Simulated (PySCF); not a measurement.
## Excitation energy of Mg⁺ by level of theory

Mg⁺ [Ne] 3s1 (2S) → Mg⁺ [Ne] 3p1 (2P), as a difference of total energies. Calculation: PySCF 2.14, in aug-cc-pCVTZ-DK with one added diffuse shell each of s, p, d, f type (9s8p6d4f, 91 functions); scalar relativity by spin-free X2C-1e. Correlated levels: valence and next inner shell: 1s2 frozen; nothing frozen. The calculations carry no spin-orbit coupling.

```json
{"method": "UHF", "excitation energy (eV)": "4.297", "error (eV)": "-0.133"}
{"method": "LDA", "excitation energy (eV)": "4.227", "error (eV)": "-0.203"}
{"method": "PBE", "excitation energy (eV)": "4.075", "error (eV)": "-0.355"}
{"method": "PBE0", "excitation energy (eV)": "4.135", "error (eV)": "-0.295"}
{"method": "r2SCAN", "excitation energy (eV)": "4.046", "error (eV)": "-0.384"}
{"method": "wB97X", "excitation energy (eV)": "4.055", "error (eV)": "-0.375"}
{"method": "TPSS", "excitation energy (eV)": "3.966", "error (eV)": "-0.464"}
{"method": "PBEsol", "excitation energy (eV)": "4.062", "error (eV)": "-0.368"}
{"method": "MP2 (valence and next inner shell)", "excitation energy (eV)": "4.400", "error (eV)": "-0.030"}
{"method": "SCS-MP2 (valence and next inner shell)", "excitation energy (eV)": "4.375", "error (eV)": "-0.055"}
{"method": "MP2 (all electrons)", "excitation energy (eV)": "4.397", "error (eV)": "-0.033"}
{"method": "SCS-MP2 (all electrons)", "excitation energy (eV)": "4.372", "error (eV)": "-0.058"}
```

Reference: 4.43 eV (measured; NIST levels, between the centres of gravity of the two terms).

Errors of the correlated levels include the incompleteness of this basis and the frozen core.
